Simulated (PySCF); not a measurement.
# Correlation energy of S³⁺ (sulfur, charge +3)

[Ne] 3s2 3p1, 2P determinant. All numbers are calculated (PySCF 2.14, the non-relativistic Hamiltonian (point nucleus), in def2-QZVPPD). Frozen: 1s2; 11 electrons correlated.

```json
{"level": "CCSD", "correlation energy (mhartree)": "-254.06"}
{"level": "(T)", "correlation energy (mhartree)": "-3.05"}
{"level": "CCSD(T)", "correlation energy (mhartree)": "-257.11"}
```

Diagnostics: T1 = 0.0065, D1 = 0.0266, largest double amplitude 0.100.

Cost of the coupled-cluster step: of the order of 50 core-seconds, for 11 correlated electrons.

Iterations:

```
CC2 = 0
CCSD nocc = (np.int64(6), np.int64(5)), nmo = (78, 78)
frozen orbitals [[0], [0]]
max_cycle = 100
direct = 0
conv_tol = 1e-08
conv_tol_normt = 1e-06
diis_space = 8
diis_start_cycle = 0
Init t2, MP2 energy = -0.237076156045988
Init E_corr(UCCSD) = -0.237076156047159
cycle = 1  E_corr(UCCSD) = -0.24753165172034  dE = -0.0104554957  norm(t1,t2) = 0.0433766
cycle = 2  E_corr(UCCSD) = -0.251565222820102  dE = -0.0040335711  norm(t1,t2) = 0.0180581
cycle = 3  E_corr(UCCSD) = -0.254071779918549  dE = -0.0025065571  norm(t1,t2) = 0.00815653
cycle = 4  E_corr(UCCSD) = -0.254054593849582  dE = 1.7186069e-05  norm(t1,t2) = 0.000838974
cycle = 5  E_corr(UCCSD) = -0.254056364536489  dE = -1.77068691e-06  norm(t1,t2) = 0.000108697
cycle = 6  E_corr(UCCSD) = -0.254059222985209  dE = -2.85844872e-06  norm(t1,t2) = 2.4798e-05
cycle = 7  E_corr(UCCSD) = -0.254058622404759  dE = 6.0058045e-07  norm(t1,t2) = 5.84424e-06
cycle = 8  E_corr(UCCSD) = -0.25405877612002  dE = -1.53715261e-07  norm(t1,t2) = 1.32553e-06
cycle = 9  E_corr(UCCSD) = -0.254058756405845  dE = 1.97141747e-08  norm(t1,t2) = 2.3057e-07
cycle = 10  E_corr(UCCSD) = -0.254058754956818  dE = 1.44902723e-09  norm(t1,t2) = 4.59025e-08
UCCSD converged
E(UCCSD) = -395.337302125321  E_corr = -0.2540587549568182
UCCSD(T) correction = -0.00304688776594545
```

This basis was not built for core-valence correlation, so the inner-shell part is incomplete.
